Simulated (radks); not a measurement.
All-electron atom: W30+ in [Kr] 4d8.

Method: scalar-relativistic Kohn-Sham, r2SCAN, spin-unpolarised, spherical densities, finite nucleus; meta-GGA in the generalised Kohn-Sham scheme; Fermi nuclear charge, rms radius 5.3658 fm; computed with a radial shooting solver on a logarithmic mesh with Libxc functionals.

Energy parts (eV):
total: -426969.88
kinetic: 471636.53
electron-nucleus: -1004805.40
Hartree: 113796.98
exchange-correlation: -7597.99

Orbitals (lengths in bohr, moments of r in powers of bohr; r(90%) holds 90 % of the orbital's charge):
| orbital | occ. | eigenvalue (eV) | r(90%) |
|---|---|---|---|
| 1s | 2 | -70660.18 | 0.0334 |
| 2s | 2 | -13137.39 | 0.120 |
| 2p | 6 | -11624.96 | 0.113 |
| 3s | 2 | -3880.689 | 0.293 |
| 3p | 6 | -3430.195 | 0.298 |
| 3d | 10 | -2915.273 | 0.280 |
| 4s | 2 | -1574.544 | 0.596 |
| 4p | 6 | -1413.217 | 0.624 |
| 4d | 8 | -1213.948 | 0.645 |

The highest occupied level is 4d at -1213.9 eV. For comparison, the ionisation energy in NIST's Atomic Spectra Database is 1230 eV (semi-empirical). In exact Kohn-Sham theory the highest level is minus the ionisation energy, but local and semilocal functionals leave it too shallow, through self-interaction and a potential that decays too fast; potentials with the right tail come closer. Summed over all electrons, <r^2> = 4.273 bohr^2, which gives a Langevin (diamagnetic) susceptibility term of -3.38 x 10^-6 cm^3/mol. The electron density at the nucleus is 1.516e+06 e/bohr^3 (large components only). The density falls to 0.001 e/bohr^3 at r = 1.20 bohr.

Beside tabulated values, note that spin-unpolarised runs miss the spin-polarisation part of the exchange energy of open shells.
